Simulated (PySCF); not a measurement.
A PySCF script (with the pyscf-properties extension) for the NMR shieldings of SMILES CCP1CCCC1, C$_{6}$H$_{13}$P, on a GFN2-xTB geometry:

```python
import basis_set_exchange as bse
import numpy as np
from pyscf import gto, dft
from pyscf.prop import nmr

atoms = """
C     2.732089   -0.568788   -0.427021
C     1.582563    0.415885   -0.592305
P     0.477651    0.430518    0.914783
C    -0.891412    1.502074    0.224383
C    -1.839806    0.594764   -0.552273
C    -1.942986   -0.692638    0.255948
C    -0.514157   -1.126812    0.574530
H     3.380231   -0.553293   -1.301865
H     2.359307   -1.583024   -0.294549
H     3.325888   -0.312677    0.448120
H     0.997480    0.181853   -1.486090
H     1.980667    1.428849   -0.700556
H    -0.477868    2.308691   -0.382532
H    -1.415155    1.954500    1.070813
H    -1.429541    0.374161   -1.539873
H    -2.815399    1.064881   -0.688054
H    -2.484064   -0.491726    1.183135
H    -2.478779   -1.471230   -0.289734
H    -0.481545   -1.788318    1.441551
H    -0.070314   -1.656992   -0.271142
"""
names = dict.fromkeys(["C", "P", "H"], "pcSseg-1")
basis = {el: gto.basis.parse(bse.get_basis(n, elements=[el], fmt="nwchem")) for el, n in names.items()}
mol = gto.M(atom=atoms, basis=basis, charge=0, verbose=0)
mf = dft.RKS(mol, xc="PBE0")
mf.grids.level = 2
mf.grids.alignment = dft.numint.BLKSIZE   # the property module wants whole blocks of grid points
mf.conv_tol = 1e-9
mf.kernel()

calc = nmr.RKS(mf)   # GIAO
C = mf.mo_coeff
Co = C[:, mf.mo_occ > 0]
resp = mf.gen_response(singlet=True, hermi=2)
def vind(x):   # induced exchange potential for any number of trial vectors
    d = np.einsum("pi,xij,qj->xpq", C, 2 * x.reshape(-1, C.shape[1], Co.shape[1]), Co, optimize=True)
    return np.einsum("xpq,pi,qj->xij", resp(d - d.transpose(0, 2, 1)), C, Co, optimize=True).ravel()
mo1, _ = nmr.rhf.solve_mo1(calc, with_cphf=vind)
sigma = calc.kernel(mo1)
for i, s in enumerate(sigma):   # ppm
    w = np.linalg.eigvalsh((s + s.T) / 2)
    print("%2d %-2s iso %8.1f  s11 %8.1f  s22 %8.1f  s33 %8.1f" % (i, mol.atom_pure_symbol(i), w.mean(), *w))
```

Question: What does it print?

Answer: 
```
 0 C  iso    174.6  s11    163.4  s22    171.8  s33    188.5
 1 C  iso    157.6  s11    143.1  s22    156.5  s33    173.2
 2 P  iso    359.6  s11    298.0  s22    378.5  s33    402.4
 3 C  iso    155.3  s11    134.4  s22    161.9  s33    169.6
 4 C  iso    156.0  s11    131.3  s22    164.3  s33    172.5
 5 C  iso    153.4  s11    124.3  s22    161.0  s33    174.7
 6 C  iso    155.8  s11    136.6  s22    155.6  s33    175.1
 7 H  iso     30.4  s11     25.2  s22     27.3  s33     38.7
 8 H  iso     30.9  s11     25.5  s22     31.2  s33     36.1
 9 H  iso     30.6  s11     26.1  s22     28.6  s33     37.3
10 H  iso     30.4  s11     24.8  s22     32.3  s33     34.1
11 H  iso     30.4  s11     24.7  s22     29.7  s33     37.0
12 H  iso     30.1  s11     25.6  s22     28.1  s33     36.8
13 H  iso     30.2  s11     24.5  s22     27.8  s33     38.2
14 H  iso     30.3  s11     26.1  s22     28.2  s33     36.5
15 H  iso     29.7  s11     24.2  s22     27.1  s33     37.8
16 H  iso     30.4  s11     25.3  s22     27.9  s33     38.1
17 H  iso     29.5  s11     24.0  s22     27.0  s33     37.5
18 H  iso     29.6  s11     24.3  s22     27.7  s33     36.8
19 H  iso     30.6  s11     25.3  s22     30.1  s33     36.5
```

These numbers come from an equivalent density-fitted implementation of the same equations, which agrees with the script to about 0.01 ppm for H and up to a few tenths of a ppm for heavy atoms, so last digits may differ.

Question: Turn these shieldings into chemical shifts. Referencing at the same level of theory: $^{13}$C (186.93 ppm) and $^{1}$H (31.72 ppm) vs TMS; H3PO4 for $^{31}$P (318.38 ppm).

Answer: Averaging equivalent atoms: C 4/5: 32.2; C 3/6: 31.4; C 1: 29.3; C 0: 12.4; P 2: -41.3; H 14/15/16/17: 1.75; H 12/13/18/19: 1.58; H 10/11: 1.30; H 7/8/9: 1.07 ppm. Experimental scales use liquid or dissolved standards, which lie at an offset from isolated H3PO4.

Size and cost of the density-fitted run: 191 basis functions, 27 s wall time on 1 thread of an Arm Neoverse V1, shared host; peak memory 0.85 GiB.
